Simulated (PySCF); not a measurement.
# What settings do to a single point of [PbCl2]2+

The sound run of [PbCl2]2+ (singlet) uses PySCF 2.14.0, RKS PBE0, Pb def2-SVP with ECP60, Cl def2-SVP; non-relativistic Hamiltonian with scalar-relativistic core potentials where named; density fitting; no spin-orbit coupling, grid (50, 194), threshold 1e-8 Eh and 55 cycles, at the relaxed geometry:

```xyz
3

Pb    0.0000    0.0000    0.4000
Cl    2.3259    0.0000    0.4007
Cl   -2.3259    0.0000    0.4007
```

There Pb1 has a Mulliken charge of 1.41 e and the dipole about the centre of mass is 0.00 D. Each run below changes one thing and starts from free metal ions and neutral atoms unless it says otherwise; with 55 cycles, smearing, a level shift and second-order steps follow where DIIS fails, and their cycles count. Energy shifts count from the sound run.

```
                                               change    outcome  cycles  energy shift (eV)  largest force component (eV/Å)  charge on Pb1 (e)  dipole about the centre of mass (D)
                                     threshold 0.0001  converged       5             0.0000                            0.01               1.41                                 0.00
                 spin (2S) set to 12, limit 92 cycles  converged       9              57.42                            9.50              -1.43                                 0.01
                               all coordinates × 0.94  converged       8               0.34                            2.70               1.37                                 0.00
start from the bare core Hamiltonian, limit 99 cycles  converged      11             0.0000                            0.00               1.41                                 0.00
```

Q: How does the run with this change end: grid (40, 110)?

A: outcome converged, cycles 8, energy shift (eV) 0.0264, largest force component (eV/Å) 0.02, charge on Pb1 (e) 1.41, dipole about the centre of mass (D) 0.00.

Unsound on purpose, so not properties of the compound: spin (2S) set to 12, limit 92 cycles.

Forces carry noise of the integration grid, about 0.01 to 0.03 eV/Å.
